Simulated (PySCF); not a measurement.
**Frontier levels across methods**

BH9NPSi2.
Numbering: `[BH2:1][N:2]([SiH3:3])[SiH2:4][PH2:5]` (hydrogens: H6, H7 on B1; H8, H9, H10 on Si3; H11, H12 on Si4; H13, H14 on P5)

Geometry (PBE0-D3(BJ)/def2-SVP, Å), atoms numbered from 1 in this order:
```xyz
14
BH9NPSi2 angstrom
B     -1.7970   -1.0899   -0.2340
N     -0.8347   -0.1706    0.2427
Si    -1.3105    1.4418    0.8088
Si     0.8513   -0.7243    0.3175
P      2.1985    1.0974    0.4121
H     -2.9688   -0.7872   -0.2716
H     -1.4392   -2.1887   -0.6048
H     -0.6539    2.4871   -0.0326
H     -2.7903    1.5546    0.7015
H     -0.8756    1.6353    2.2236
H      1.0933   -1.4881    1.5790
H      1.1249   -1.6044   -0.8529
H      2.2012    1.3003   -1.0019
H      3.3729    0.2827    0.4016
```

Basis pcSseg-1 throughout (PySCF), one geometry. The structure is a single PBE0-D3(BJ)/def2-SVP conformer in the gas phase; no vibrational or solvent corrections.

Problem. How do the orbital energies, the gap and the dipole change with the method?

Solution. 
```
   method                    kind  HOMO (eV)  LUMO (eV)  gap (eV)  μ (D)  SCF cycles
     BLYP                     GGA      -6.44      -1.35      5.09   0.93          13
    B97-D                     GGA      -6.57      -1.33      5.24   0.90          13
     OPBE                     GGA      -6.63      -1.38      5.25   0.96          14
      PBE                     GGA      -6.63      -1.52      5.10   0.98          14
      KT3                     GGA      -6.68      -1.42      5.25   0.92          14
      KT2                     GGA      -6.68      -1.50      5.18   0.97          14
      LDA                     LDA      -6.71      -1.76      4.95   1.07          13
     BP86                     GGA      -6.73      -1.58      5.15   0.95          13
    B3LYP           global hybrid      -7.50      -0.76      6.73   0.86          12
    B97-2           global hybrid      -7.50      -0.55      6.95   0.86          12
     PBE0           global hybrid      -7.74      -0.57      7.17   0.89          12
 mPW1PW91           global hybrid      -7.76      -0.55      7.21   0.87          12
BHandHLYP           global hybrid      -8.69       0.45      9.14   0.76          11
CAM-B3LYP  range-separated hybrid      -8.97       0.55      9.52   0.84          11
  wB97X-D  range-separated hybrid      -9.55       1.28     10.83   0.82          12
       HF            Hartree–Fock     -10.23       2.83     13.06   0.67          10
  LC-wPBE  range-separated hybrid     -10.34       1.69     12.03   0.86          12
```

The HOMO spans 3.90 eV, from BLYP down to LC-wPBE, and the gap runs from 4.95 eV (LDA) to 13.06 eV (HF). Over the methods BLYP (0 %), B97-D (0 %), OPBE (0 %), PBE (0 %), KT3 (0 %), KT2 (0 %), LDA (0 %), BP86 (0 %), B3LYP (20 %), B97-2 (21 %), PBE0 (25 %), mPW1PW91 (25 %), BHandHLYP (50 %), HF (100 %), a straight line through the gap against the share of exact exchange rises by 0.79 eV for each 10 % (correlation coefficient 0.999). The dipole ranges from 0.67 D (HF) to 1.07 D (LDA). This basis has no diffuse functions.
